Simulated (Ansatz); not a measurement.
dimethylsulfoxide (C2H6OS), singlet, geometry from GFN2-xTB, atoms displaced at random by about 0.05 Å a coordinate. Base run: B3LYP/6-31G** (Ansatz, a program for electronic structure).

Here is a job for Ansatz.
Ansatz 0.2 input:
```yaml
crystal:
  periodic: [false, false, false]
  atoms:
    - {symbol: S, position_ang: [-0.07761870, 0.17540127, -0.39310885]}
    - {symbol: O, position_ang: [0.02051716, 1.51453016, 0.34251326]}
    - {symbol: C, position_ang: [1.42870049, -0.75270189, 0.10245871]}
    - {symbol: C, position_ang: [-1.36293923, -0.82717289, 0.23946911]}
    - {symbol: H, position_ang: [1.26390690, -0.91225471, 1.28581383]}
    - {symbol: H, position_ang: [-2.31273096, -0.29893834, -0.02910907]}
    - {symbol: H, position_ang: [1.39385263, -1.76726098, -0.40587718]}
    - {symbol: H, position_ang: [2.25161885, -0.36863761, -0.18299615]}
    - {symbol: H, position_ang: [-1.35408683, -1.82933524, -0.32350612]}
    - {symbol: H, position_ang: [-1.25338613, -0.81109213, 1.30524365]}
basis:
  gaussian:
    orbitals: 6-31G__.json
hamiltonian:
  xc: b3lyp
relax: {}
```
The basis file holds 6-31G** in the JSON format of the Basis Set Exchange.

Variants of this job, named by their change:

```json
[
 {"change": "base", "ΔE vs base (µEh)": "0.0", "optimiser steps": "9", "core-seconds (rough)": "30"},
 {"change": "relax = escape_saddle: false", "ΔE vs base (µEh)": "0.0", "optimiser steps": "9", "core-seconds (rough)": "30"},
 {"change": "relax = f_tol: 0.0005", "ΔE vs base (µEh)": "0.0", "optimiser steps": "13", "core-seconds (rough)": "40"},
 {"change": "relax = f_tol: 0.1", "ΔE vs base (µEh)": "6.7", "optimiser steps": "6", "core-seconds (rough)": "20"},
 {"change": "relax = max_displacement: 0.5", "ΔE vs base (µEh)": "0.2", "optimiser steps": "7", "core-seconds (rough)": "20"},
 {"change": "relax = f_tol: 0.002", "ΔE vs base (µEh)": "0.0", "optimiser steps": "9", "core-seconds (rough)": "30"},
 {"change": "relax = f_tol: 0.05", "ΔE vs base (µEh)": "8.6", "optimiser steps": "6", "core-seconds (rough)": "20"}
]
```
